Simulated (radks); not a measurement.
Results of a calculation; reference values are marked as such.
Numerical settings for the argon ion Ar9+, [He] 2s2 2p5. Code: a radial shooting solver on a logarithmic mesh with Libxc functionals. Model: scalar-relativistic Kohn-Sham, PBE, spin-unpolarised, spherical densities, finite nucleus; Fermi nuclear charge, rms radius 3.4274 fm. The defaults (mesh step 0.008 in ln r, mesh end at 40 bohr or more with all orbitals vanishing there, Anderson mixing 0.5 over 9 steps, residual threshold near 1e-9 with the energy settled to 1e-9 hartree or 1e-11 of itself, here a cap of 53 iterations) give E = -492.3890 hartree and 2p at -454.42 eV in 14 iterations. Run on one thread of a shared host, so times are rough (Arm Neoverse V2): 0.04 s of CPU time, 0.04 s wall, 14 iterations on 2189 mesh points. Changes against that run (0 stands for a change within the tolerance of the run):

setting                    iterations  converged  E (mhartree)  e(2p) (meV)  CPU (s)
mesh step in ln r 0.012            14        yes             0            0     0.03
mesh step in ln r 0.08             53         no     -1.42e+05            -     0.06
mesh step in ln r 0.02             13        yes             0            0     0.02
mesh end (bohr) 12                 14        yes             0            0     0.03
mesh end (bohr) 3                  14        yes             0            0     0.03
residual threshold 0.1              9        yes             0       +0.215     0.03
residual threshold 1e-16           53         no             0            0     0.08
mixing 2.5                         20        yes             0            0     0.05
linear mixing, mixing 0.5          32        yes             0            0     0.07
linear mixing, mixing 0.8          53         no             0            0     0.07
mixing history 3                   17        yes             0            0     0.04
iteration cap 2                     2         no     +1.38e+03    -1.48e+05     0.01

No run marked as converged misses the energy by more than 1 mhartree. A mesh that ends early acts as a hard wall.
